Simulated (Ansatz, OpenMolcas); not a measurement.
NBrO (SMILES O=NBr): from total energies to a heat of formation

The species is NBrO (3 atoms), meant as a singlet with charge 0. SMILES: `O=NBr`. Geometry: relaxed at PBE0-D4/def2-TZVP.

```
atom    x (Å)    y (Å)    z (Å)
   O   0.9418  -0.6468   0.4485
   N  -0.0449  -0.6365  -0.0929
  Br  -0.8968   1.2833  -0.3556
```

Total energies at PBE0/def2-TZVP (OpenMolcas 26.06); the atoms run unrestricted:

```
species    state   energy (Eh)
   NBrO  singlet  -2703.670035
      O  triplet    -75.018601
      N  quartet    -54.543820
     Br  doublet  -2573.811896
```

Harmonic wavenumbers at PBE0-D4/def2-TZVP, in cm⁻¹: 287, 585, 1947.

Measured heats of formation of the gaseous atoms at 298.15 K, in kJ/mol: O 249.2, N 472.4, Br 111.9. Spin-orbit lowering of the atoms at 298 K (mean of the ground term's levels less their thermal mean, from spectra), in kJ/mol: O 0.40, Br 14.69. Take 1 Eh = 2625.50 kJ/mol, 1 cm⁻¹ = 0.0119627 kJ/mol, RT = 2.479 kJ/mol.

Problem. What heat of formation follows?

Solution. 
1. Electronic atomisation energy: (-75.018601) + (-54.543820) + (-2573.811896) − (-2703.670035) = 0.295718 Eh = 776.4 kJ/mol.
2. Zero-point energy: half the sum of the wavenumbers, 1409.5 cm⁻¹ = 16.9 kJ/mol.
3. Thermal vibrational enthalpy, Σ hcν̃/(exp(hcν̃/kT) − 1): 1.6 kJ/mol. Translation, rotation and pV of a non-linear molecule: 4 RT = 9.9 kJ/mol.
4. The 3 free atoms carry 5/2 RT each: 18.6 kJ/mol.
5. Spin-orbit coupling lowers the free atoms by 0.40 + 14.69 = 15.1 kJ/mol.
6. Atomisation enthalpy at 298 K: 776.4 − 15.1 − 16.9 − 1.6 − 9.9 + 18.6 = 751.5 kJ/mol.
7. Sum of the atoms' heats of formation: 833.5 kJ/mol. Heat of formation: 833.5 − 751.5 = +82.0 kJ/mol.

The tabulated value is +82.1 kJ/mol (NIST-JANAF tables), so this level is off by -0.1 kJ/mol, or 0.0 % of the atomisation enthalpy. Relativity is left out. Anharmonicity and any spin-orbit splitting of the molecule are left out.
